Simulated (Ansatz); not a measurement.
System: CuI (charge 0, triplet). The spin state was set by rule; other spins were not relaxed. 
Structure (B3LYP-D3(BJ)/def2-TZVP (Ansatz, an electronic-structure program) minimum search):
```xyz
2

Cu     0.0000     0.0000    -1.6573
I      0.0000     0.0000     0.9068
```
Charge 0, spin multiplicity 3.

Total electronic energies in hartree. Correlated levels leave the core frozen unless marked. UHF or UKS for open shells. No spin-orbit coupling. The frozen core is the preceding noble-gas configuration, with the filled d and f shells of earlier blocks. In def2 rows, elements after Kr have scalar-relativistic effective core potentials. STO-3G rows are all-electron and non-relativistic. CBS(X,Y): correlation extrapolated as X^-3; Hartree-Fock from the larger set. [CCSD(T)-MP2]/basis is that difference in the basis named. The program attaches cautions to a run behind CCSD(T)/def2-TZVPP: other roots.

The T1 diagnostic of CCSD in the largest basis is 0.052, which is high, so the coupled-cluster rows are less sure than usual.

```json
[
 {"level": "RI-HF/def2-TZVPPD", "program": "Ansatz", "energy (Eh)": "-1935.63306"},
 {"level": "SVWN5/def2-TZVPD", "program": "Ansatz", "energy (Eh)": "-1935.03526"},
 {"level": "PBE/def2-TZVPD", "program": "Ansatz", "energy (Eh)": "-1937.94606"},
 {"level": "PBE-D4/def2-TZVPD", "program": "Ansatz + dftd4", "energy (Eh)": "-1937.94758"},
 {"level": "BLYP-D3(BJ)/def2-TZVPD", "program": "Ansatz + dftd3", "energy (Eh)": "(withheld)"},
 {"level": "r2SCAN-D3(BJ)/def2-TZVPD", "program": "Ansatz + dftd3", "energy (Eh)": "(withheld)"},
 {"level": "PBE0/STO-3G", "program": "Ansatz", "energy (Eh)": "-8474.06439"},
 {"level": "PBE0-D3(BJ)/def2-TZVPD", "program": "Ansatz + dftd3", "energy (Eh)": "-1937.95992"},
 {"level": "BHLYP-D3(BJ)/def2-TZVPD", "program": "Ansatz + dftd3", "energy (Eh)": "-1938.09139"},
 {"level": "BHLYP-D4/def2-TZVPD", "program": "Ansatz + dftd4", "energy (Eh)": "-1938.09108"},
 {"level": "wB97X-V/def2-TZVPD", "program": "Ansatz", "energy (Eh)": "(withheld)"},
 {"level": "RPA@PBE/def2-TZVPP", "program": "Ansatz", "energy (Eh)": "-1936.37479"},
 {"level": "RI-MP2/def2-QZVPPD", "program": "Ansatz", "energy (Eh)": "-1936.23681"},
 {"level": "CCSD(T)/def2-TZVPP", "program": "Ansatz", "energy (Eh)": "-1936.16115"},
 {"level": "RI-MP2/CBS(def2-TZVPPD,def2-QZVPPD)+[CCSD(T)-MP2]/def2-TZVPPD", "program": "Ansatz", "energy (Eh)": "-1936.2846"}
]
```

Q: Some entries are withheld; supply them.

A: 
- BLYP-D3(BJ)/def2-TZVPD, energy (Eh): -1938.25230
- r2SCAN-D3(BJ)/def2-TZVPD, energy (Eh): -1938.30266
- wB97X-V/def2-TZVPD, energy (Eh): -1938.00160
